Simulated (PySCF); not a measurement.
**Telling isomers of C₄H₉ClO₃Si apart by NMR**

PySCF calculation with geometry from GFN2-xTB and σ from GIAO-PBE0/pcSseg-1; non-relativistic Hamiltonian, no solvent, a single conformation, rapidly exchanging positions averaged.

References, each an isolated molecule treated in the same way: 1H, 13C vs TMS. Where no couplings were computed, multiplicities follow the n + 1 count of equivalent neighbours, and m marks all less simple cases (inequivalent or close neighbours, rings, F or P nearby). Shifts are as computed. Against solution values, carbons near 30 ppm lie about +3 ppm off and those near 130 ppm about +5 ppm; carbons on Cl a further +6 ppm. Of 1211 compounds with measured shifts, 218 miss one by over three times the rms of a fit or turn the order of signals round; such compounds aren't used in these exercises. Carbons bonded to Cl come out too deshielded. OH and NH positions are gas-phase values without hydrogen bonding to other molecules.

(1) Tabulate the signals of `CO[C@@H]1O[SiH2]OC[C@@H]1Cl`, `C=CCO[Si](O)(O)CCl`, `CO[C@@H]1[C@H](Cl)[C@@H]1O[SiH2]O`, `CO[C@@H]1[C@@H](Cl)[C@@H]1O[SiH2]O` and their relative energies.

(2) What is the quickest way to tell CO[C@@H]1O[SiH2]OC[C@@H]1Cl from CO[C@@H]1[C@H](Cl)[C@@H]1O[SiH2]O?

(3) What is the quickest way to tell CO[C@@H]1[C@H](Cl)[C@@H]1O[SiH2]O from CO[C@@H]1[C@@H](Cl)[C@@H]1O[SiH2]O?

(4) What is the quickest way to tell CO[C@@H]1O[SiH2]OC[C@@H]1Cl from CO[C@@H]1[C@@H](Cl)[C@@H]1O[SiH2]O?

Results:

(1) 
```json
{"SMILES": "CO[C@@H]1O[SiH2]OC[C@@H]1Cl", "carbon types": "2×CH 1×CH2 1×CH3", "δC": "102.2, 66.2, 60.7, 57.5", "δH": "5.11 (m, 1H), 4.97 (m, 1H), 4.66 (m, 1H), 4.59 (m, 1H), 4.20 (m, 1H), 3.92 (m, 1H), 3.78 (s, 3H)", "E rel. (kcal/mol)": "36.2"}
{"SMILES": "C=CCO[Si](O)(O)CCl", "carbon types": "1×CH 3×CH2", "δC": "146.7, 122.2, 68.6, 30.6", "δH": "6.36 (m, 1H), 5.49 (m, 1H), 5.39 (m, 1H), 4.66 (d, 2H), 2.96 (s, 2H), 2.26 (br s, 2H)", "E rel. (kcal/mol)": "0.0"}
{"SMILES": "CO[C@@H]1[C@H](Cl)[C@@H]1O[SiH2]O", "carbon types": "3×CH 1×CH3", "δC": "60.4, 59.4, 54.0, 41.1", "δH": "4.96 (d, 1H), 4.80 (d, 1H), 3.78 (s, 3H), 3.57 (m, 1H), 3.33 (br s, 1H), 2.86 (m, 1H), 2.71 (m, 1H)", "E rel. (kcal/mol)": "60.9"}
{"SMILES": "CO[C@@H]1[C@@H](Cl)[C@@H]1O[SiH2]O", "carbon types": "3×CH 1×CH3", "δC": "70.8, 63.9, 61.0, 41.0", "δH": "4.89 (d, 1H), 4.63 (d, 1H), 3.76 (s, 3H), 3.73 (m, 1H), 3.30 (br s, 1H), 3.00 (m, 1H), 2.92 (m, 1H)", "E rel. (kcal/mol)": "57.8"}
```

Energies are electronic energies at PBE0/pcSseg-1 on these geometries, without zero-point or thermal terms, each for the one conformer computed, which needn't be the lowest.

(2) Both give the same number of carbon signals, but DEPT or the intensities differ. The first has an sp3 CH2 bonded to O at 66.2 ppm, the second a three-membered-ring carbon (CH) at 41.1 ppm. Their most deshielded carbons lie at 102.2 and 60.4 ppm.

(3) Both give the same number of carbon signals, with the same numbers of each carbon type, so the positions decide. The first has a three-membered-ring carbon (CH) at 54.0 ppm, the second a three-membered-ring carbon (CH) at 70.8 ppm. Their most deshielded carbons lie at 60.4 and 70.8 ppm.

(4) Both give the same number of carbon signals, but DEPT or the intensities differ. The first has an sp3 CH2 bonded to O at 66.2 ppm, the second a three-membered-ring carbon (CH) at 41.0 ppm. Their most deshielded carbons lie at 102.2 and 70.8 ppm.
